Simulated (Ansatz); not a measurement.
Consider the ligand exchange at the Hf–Se bond: `[OH][Hf]([OH])([OH])[SeH]` + `N=C=O` → `O=C=[N][Hf]([OH])([OH])[OH]` + H₂Se.

Isolated molecules relaxed with PBE0-D4/def2-TZVP in Ansatz; ΔE leaves out vibrations. CCSD(T)/CBS is the MP2 limit (def2-TZVPP, def2-QZVPP) plus CCSD(T) − MP2 in def2-TZVPP, frozen cores. This one scheme is used for every species. Functionals use def2-TZVPP. B3LYP here is the variant with VWN-RPA as its local correlation; programs differ in this. HSE06 is defined as in plane-wave codes. Elements past krypton have def2 core potentials. For Hf, Se outer-core shells are correlated without core-valence functions, which leaves a few kJ/mol of doubt a bond. Scalar relativity is left out up to krypton. One conformer a species, not always the lowest.

```
             level  ΔE (kcal/mol)  difference from CCSD(T)/CBS
       LDA (SPW92)           -6.4                          1.7
            PBE-D4           -6.7                          1.4
         revPBE-D4           -7.4                          0.7
         r2SCAN-D4           -7.6                          0.5
            B97M-V           -9.6                         -1.5
           PBE0-D4           -7.2                          0.9
          B3LYP-D4           -9.1                         -1.0
        r2SCANh-D4           -7.7                          0.4
        r2SCAN0-D4           -7.8                          0.3
          HSE06-D4           -7.1                          1.0
          BHLYP-D4           -9.6                         -1.5
      CAM-B3LYP-D4          -10.1                         -2.0
           ωB97X-V           -9.1                         -1.0
           ωB97M-V           -8.5                         -0.4
            B2PLYP           -9.1                         -1.0
          PBE-QIDH           -7.8                          0.3
               PBE           -6.8                          1.3
            revPBE           -7.1                          1.0
              BLYP           -9.1                         -1.0
            r2SCAN           -7.6                          0.5
              PBE0           -7.3                          0.8
             B3LYP           -9.4                         -1.3
           r2SCANh           -7.7                          0.4
           r2SCAN0           -7.8                          0.3
             BHLYP          -10.3                         -2.2
           LC-ωPBE           -8.9                         -0.8
RPA@PBE/def2-TZVPP           -9.1                         -1.0
      MP2/def2-SVP          -11.4                         -3.3
     CCSD/def2-SVP          -12.9                         -4.8
  CCSD(T)/def2-SVP          -12.2                         -4.1
     HF/def2-TZVPP          -11.8                         -3.7
    MP2/def2-TZVPP           -8.3                         -0.2
SCS-MP2/def2-TZVPP           -9.5                         -1.4
   CCSD/def2-TZVPP           -9.7                         -1.6
CCSD(T)/def2-TZVPP           -8.9                         -0.8
     HF/def2-QZVPP          -11.9                         -3.8
SCS-MP2/def2-QZVPP           -9.1                         -1.0
      HF/CBS(def2)          -11.9                         -3.8
     MP2/CBS(def2)           -7.5                          0.6
    CCSD/CBS(def2)           -8.9                         -0.8
       CCSD(T)/CBS           -8.1                            0
```

Largest T1 diagnostic among the species: 0.018.

From BLYP to BHLYP (50 % exact exchange), in def2-TZVPP and without D4, ΔE moves by −1.1 kcal/mol. Leaving LDA and LC-ωPBE aside and taking each functional with its dispersion term where it has one, the values spread over 3.4 kcal/mol, from CAM-B3LYP-D4 to PBE-D4.

CCSD(T)/CBS has its own doubt, a few kJ/mol and more with outer-core shells, so smaller differences from it don't rank the levels.
